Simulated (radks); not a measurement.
Results of a calculation; reference values are marked as such.
Valence configurations of Nd I (all share [Xe]). Level of theory: Dirac Kohn-Sham, PBE, spin-unpolarised, spherical densities, finite nucleus; open shells are shared between the two j in proportion to 2j + 1; Fermi nuclear charge, rms radius 4.9123 fm (a radial shooting solver on a logarithmic mesh with Libxc functionals). Energies are relative to 4f4 6s2; eigenvalues in eV.

| valence | E (eV) | e(4f5/2) | e(4f7/2) | e(5d3/2) | e(5d5/2) | e(6p1/2) |
|---|---|---|---|---|---|---|
| 4f4 6s2 | 0.000 | -1.981 | -1.578 | - | - | - |
| 4f4 6s1.5 6p0.5 | 1.145 | -2.579 | -2.176 | - | - | -1.645 |
| 4f4 5d1 6s1 | 1.706 | -0.920 | -0.520 | -1.374 | -1.233 | - |
| 4f3 5d1 6s2 | 1.792 | -7.154 | -6.700 | -3.060 | -2.834 | - |
| 4f3 6s2 6p1 | 3.966 | -10.278 | -9.820 | - | - | -2.374 |
| 4f6 | 7.095 | -0.668 | -0.351 | - | - | - |
| 4f2 5d2 6s2 | 8.274 | -13.360 | -12.857 | -4.114 | -3.827 | - |
| 4f2 5d2 6s1.5 6p0.5 | 9.654 | -13.962 | -13.459 | -4.626 | -4.333 | -1.837 |
| 4f1 5d3 6s1.5 6p0.5 | 21.758 | -20.898 | -20.346 | -5.701 | -5.349 | -1.871 |

NIST lists [Xe] 4f4 6s2 as the ground configuration; this level of theory agrees among the configurations tried. The energies are those of spherical spin-averaged densities, not of single terms. No valid solution was reached for [Xe] 4f5 6s1.
